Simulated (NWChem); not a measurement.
Species: C$_{2}$H$_{6}$NO cation; SMILES O=C(C)[NH3+]

All runs: NWChem. Geometry: optimised at PBE0/def2-SVP. Level: PBE/def2-SVP with SMD (1 M gas to 1 M solution), gas-phase geometry. Reactions with the solvent are ignored.

For solvent cyclohexanone:

- solvation free energy (kcal/mol): -72.7

### Question
Estimate the same quantities for solvent dichloromethane.

### Answer
- solvation free energy (kcal/mol) = -68.9
